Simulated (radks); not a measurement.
The numbers below are computed, except where a source is named.
Ionisation of the rubidium ion Rb31+, [He] 2s2 2p2, to Rb32+, [He] 2s2 2p1, under several functionals. Scalar-relativistic Kohn-Sham, spin-polarised, spherical densities, finite nucleus; open shells are filled with parallel spins first (spin-orbit coupling, left out, can overturn this in heavy ions); a radial shooting solver on a logarithmic mesh with Libxc functionals.

functional         E(Rb31+) (hartree)  Exc (hartree)  IE (eV)  -e(HOMO) (eV)  <r> HOMO (bohr)  IE error (eV)
SCAN                      -1970.70890      -40.52856   3797.4         3723.6           0.1440          -17.6
exchange-only PBE         -1970.30672      -40.19375   3792.2         3715.8           0.1440          -22.8
HCTH/407                  -1970.22641      -40.12458   3798.6         3723.4           0.1438          -16.4
MS2 meta-GGA              -1970.83938      -40.69914   3793.5         3718.5           0.1441          -21.5
RPBE                      -1970.89878      -40.79084   3793.1         3716.9           0.1440          -21.9
SOGGA                     -1968.99429      -38.87078   3791.5         3715.2           0.1440          -23.5
exchange-only LDA         -1966.44567      -36.30378   3788.3         3711.9           0.1440          -26.7

NIST Atomic Spectra Database: 3815 eV (semi-empirical). Closest: HCTH/407. The Delta-SCF values span 10.33 eV, the total energies 4.45 hartree. The highest occupied level is 2p. Open shells are spherical and high-spin; term and fine-structure splittings are not resolved.
